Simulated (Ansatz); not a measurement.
Born–Oppenheimer molecular dynamics of AlF₃H (5 atoms, charge 0, multiplicity 2). It starts at the highest image of a converged band. Of that band: The profile has 2 maxima (images 1, 4) with wells between them (image 2): this band takes more than one step, which may be the mechanism or a detour left from its start path. A vibrational analysis at the climbing image gives one clearly imaginary mode, 102i cm⁻¹: a first-order saddle point.

These are results of Ansatz, UKS revPBE-D4/def2-SVP, not measurements.

* ensemble: NVE (velocity Verlet)
* time step: 0.5 fs
* steps asked: 200
* starting velocities drawn for: 100 K
* seed: 2481

First frame:

```xyz
5
Properties=species:S:1:pos:R:3
Al -0.298 0.055 -0.129
H -0.217 -0.039 2.867
F 1.333 -0.118 -0.520
F -1.381 0.214 -1.418
F 0.563 -0.113 2.350
```

Task: What does the run give?

Result: All steps were run.

- steps done: 200
- time covered: 100 fs
- mean temperature over the second half: 99 K
- spread of the potential energy over the second half: 1.9 meV per atom
- mean potential energy of the second half above the start: 0.1 meV per atom

The conserved energy stayed within 0.021 meV per atom of its start (net change 0.014 meV per atom), so the integration is sound. A run of 0.1 ps of so small a system gives no equilibrium averages.

Task: What happens to the structure?

Result: The same pairs are bonded in the first frame and the last. Pairs count as bonded within 1.25 times the sum of covalent radii (0.12 Å more for H–H). Another seed would give other details.

Task: How do temperature and energy run in time?

Result: 
```
time (fs)  T (K)  potential energy less start (eV)  conserved less start (meV/atom)
        0    100                             0.000                             0.00
        8     71                             0.011                             0.01
       16     71                             0.011                             0.01
       24     71                             0.011                             0.02
       32     53                             0.018                             0.02
       40     74                             0.010                             0.01
       48     72                             0.011                             0.01
       56     82                             0.007                             0.00
       64     81                             0.007                             0.00
       72     90                             0.004                             0.01
       80     93                             0.003                             0.02
       88    107                            -0.003                             0.02
       96    145                            -0.017                             0.02
```

Run time: 3.9 min on 2 threads of Arm Neoverse V1, on a shared host, peak memory 0.13 GiB.
